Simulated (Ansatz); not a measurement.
`CC(Cl)[SiH2]Cl` + `[SH][GeH3]` → `Cl[SiH2][S][GeH3]` + `CCCl` at 600 K and 1 bar (ligand exchange at the Si–C bond).

Isolated molecules relaxed with PBE0-D4/def2-TZVP in Ansatz; ΔE leaves out vibrations. CCSD(T)/CBS is the MP2 limit (def2-TZVPP, def2-QZVPP) plus CCSD(T) − MP2 in def2-TZVPP, frozen cores. For Ge outer-core shells are correlated without core-valence functions, which leaves a few kJ/mol of doubt a bond. Scalar relativity is left out up to krypton. One conformer a species, not always the lowest.

| species | CCSD(T)/CBS energy (Eh) | H − E (kJ/mol) | S (J/(mol·K)) |
| --- | --- | --- | --- |
| `CC(Cl)[SiH2]Cl` | -1288.40964 | 261.8 | 454.0 |
| `[SH][GeH3]` | -2476.30083 | 123.6 | 342.5 |
| `Cl[SiH2][S][GeH3]` | -3225.84041 | 180.0 | 475.9 |
| `CCCl` | -538.89655 | 212.5 | 329.5 |

H − E and S are ideal-gas, rigid-rotor, harmonic terms from PBE0-D4/def2-TZVP, for one conformer and one mirror image of each species. 1 Eh = 2625.50 kJ/mol, R = 8.31446 J/(mol·K).

Problem. By hand: ΔE, ΔH, ΔS and ΔG.

Solution. ΔE = (-3225.84041) + (-538.89655) − (-1288.40964) − (-2476.30083) = -0.02649 Eh = -69.5 kJ/mol. Δ(H − E) = 180.0 + 212.5 − 261.8 − 123.6 = 7.1, so ΔH = -62.4 kJ/mol. ΔS = 475.9 + 329.5 − 454.0 − 342.5 = 8.9 J/(mol·K). ΔG = -62.4 − 600 × (8.9)/1000 = -67.7 kJ/mol.

Problem. By hand: the equilibrium constant, and the temperature at which ΔG would vanish if ΔH and ΔS stayed fixed.

Solution. log₁₀ K = −ΔG/(RT ln 10) = 5.9. ΔH and −TΔS have one sign here, so there is no such temperature.

The number of gas molecules stays the same, so ΔS is small and ΔH decides. A doubt of 5 kJ/mol in ΔE shifts log₁₀ K by 0.4 here. Other conformers and mirror images would add mixing entropy, several J/(mol·K) or more a flexible species. Modes under 60 cm⁻¹, often nearly free rotors, make the harmonic entropy too high. These are equilibria of isolated gas molecules and say nothing of rates. Largest T1 diagnostic: 0.011 (customary marks: 0.02 for closed shells, 0.045 for open ones).

ΔS is within the doubt of such terms, so its sign, and with it that verdict, could turn.
